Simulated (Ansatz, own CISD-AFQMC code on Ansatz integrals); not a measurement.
CH2B2, SMILES `B=C=B` (charge 0, multiplicity 1).

Cartesian coordinates (Å):
SMILES: B=C=B
```xyz
5

B      1.2529     0.1094     0.4510
C      0.0004    -0.1411    -0.0011
B     -1.2528    -0.3919    -0.4514
H      2.3376     0.3262     0.8426
H     -2.3380    -0.6092    -0.8412
```
Charge 0, multiplicity 1.

Frozen-core energies in cc-pVDZ from Ansatz (a first-principles code) at a geometry from PBE0-D3(BJ)/def2-TZVP; the HF reference has <S^2> = 0.00 and the T1 diagnostic is 0.018.

| level | energy (Ha) |
|---|---|
| HF | -88.31331 |
| MP2 | -88.59159 |
| CCSD | -88.61224 |
| CCSD(T) | -88.62938 |

### Question
Estimate the energies of CCSDT, CCSDT(Q), phaseless AFQMC, CISD trial (own CISD-AFQMC code on Ansatz integrals; ±0.40 mHa) and CCSDTQ, and give each level's difference from CCSDTQ.

### Answer

| level | energy (Ha) | difference from CCSDTQ (mHa) |
|---|---|---|
| MP2 | -88.59159 | 40.07 |
| CCSD | -88.61224 | 19.43 |
| CCSD(T) | -88.62938 | 2.28 |
| CCSDT | -88.63033 | 1.33 |
| CCSDT(Q) | -88.63176 | -0.10 |
| phaseless AFQMC, CISD trial (own CISD-AFQMC code on Ansatz integrals; ±0.40 mHa) | -88.63011 | 1.56 |
| CCSDTQ | -88.63166 | 0.00 |
